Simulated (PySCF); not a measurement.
A PySCF script (with the pyscf-properties extension) for the NMR shieldings of SMILES [SiH3]O[SiH2][SiH2]S[SiH3], H10OSSi4, on a GFN2-xTB geometry:

```python
import basis_set_exchange as bse
import numpy as np
from pyscf import gto, dft
from pyscf.prop import nmr

atoms = """
Si   -3.852981    0.019220    0.245964
O    -2.300491   -0.410756    0.402971
Si   -0.953853   -1.284416    0.646342
Si    0.692581    0.270174    0.272758
S     2.576290   -0.749623    0.577095
Si    4.048650    0.713165    0.066392
H    -4.632029   -1.161351   -0.118453
H    -4.260941    0.559652    1.539675
H    -3.842389    1.026446   -0.811571
H    -1.009645   -2.408844   -0.295358
H    -1.046774   -1.833105    2.004132
H     0.786983    0.850543   -1.075382
H     0.749080    1.438835    1.163400
H     3.824658    1.899836    0.882225
H     3.910856    1.029989   -1.349697
H     5.302407    0.049180    0.373064
"""
names = dict.fromkeys(["Si", "O", "S", "H"], "pcSseg-1")
basis = {el: gto.basis.parse(bse.get_basis(n, elements=[el], fmt="nwchem")) for el, n in names.items()}
mol = gto.M(atom=atoms, basis=basis, charge=0, verbose=0)
mf = dft.RKS(mol, xc="PBE0")
mf.grids.level = 2
mf.grids.alignment = dft.numint.BLKSIZE   # the property module wants whole blocks of grid points
mf.conv_tol = 1e-9
mf.kernel()

calc = nmr.RKS(mf)   # GIAO
C = mf.mo_coeff
Co = C[:, mf.mo_occ > 0]
resp = mf.gen_response(singlet=True, hermi=2)
def vind(x):   # induced exchange potential for any number of trial vectors
    d = np.einsum("pi,xij,qj->xpq", C, 2 * x.reshape(-1, C.shape[1], Co.shape[1]), Co, optimize=True)
    return np.einsum("xpq,pi,qj->xij", resp(d - d.transpose(0, 2, 1)), C, Co, optimize=True).ravel()
mo1, _ = nmr.rhf.solve_mo1(calc, with_cphf=vind)
sigma = calc.kernel(mo1)
for i, s in enumerate(sigma):   # ppm
    w = np.linalg.eigvalsh((s + s.T) / 2)
    print("%2d %-2s iso %8.1f  s11 %8.1f  s22 %8.1f  s33 %8.1f" % (i, mol.atom_pure_symbol(i), w.mean(), *w))
```

**Question.** Give the expected output.

**Answer.** 
```
 0 Si iso    390.1  s11    354.4  s22    354.5  s33    461.4
 1 O  iso    347.5  s11    252.7  s22    388.2  s33    401.6
 2 Si iso    379.1  s11    330.4  s22    348.4  s33    458.5
 3 Si iso    412.5  s11    365.1  s22    404.1  s33    468.4
 4 S  iso    872.9  s11    856.8  s22    863.8  s33    898.2
 5 Si iso    401.7  s11    361.4  s22    385.6  s33    458.1
 6 H  iso     26.7  s11     23.2  s22     25.0  s33     31.7
 7 H  iso     26.7  s11     23.1  s22     25.1  s33     31.7
 8 H  iso     26.7  s11     22.9  s22     25.5  s33     31.7
 9 H  iso     26.1  s11     22.4  s22     25.9  s33     29.9
10 H  iso     26.1  s11     22.2  s22     25.9  s33     30.0
11 H  iso     26.9  s11     22.8  s22     26.1  s33     31.8
12 H  iso     26.9  s11     22.7  s22     26.0  s33     32.0
13 H  iso     27.1  s11     23.2  s22     25.3  s33     32.9
14 H  iso     27.1  s11     23.0  s22     25.3  s33     33.0
15 H  iso     27.0  s11     22.9  s22     24.7  s33     33.5
```

These numbers come from an equivalent density-fitted implementation of the same equations, which agrees with the script to about 0.01 ppm for H and up to a few tenths of a ppm for heavy atoms, so last digits may differ.

**Question.** Turn these shieldings into chemical shifts. δ = σ(ref) − σ, references computed at the same level: 29Si (σref 349.16), 1H (σref 31.72) vs TMS; 17O (σref 336.08) against H2O; CS2 for 33S (σref 503.73).

**Answer.** Averaging equivalent atoms: Si 2: -30.0; Si 0: -41.0; Si 5: -52.6; Si 3: -63.4; O 1: -11.4; S 4: -369; H 9/10: 5.65; H 6/7/8: 5.05; H 11/12: 4.82; H 13/14/15: 4.63 ppm. Experimental scales use liquid or dissolved standards, which lie at an offset from isolated H2O (liquid H2O: subtract about 36 ppm).

Size and cost of the density-fitted run: 187 basis functions, 45 s wall time on 1 thread of an Arm Neoverse V1, shared host; peak memory 0.98 GiB.
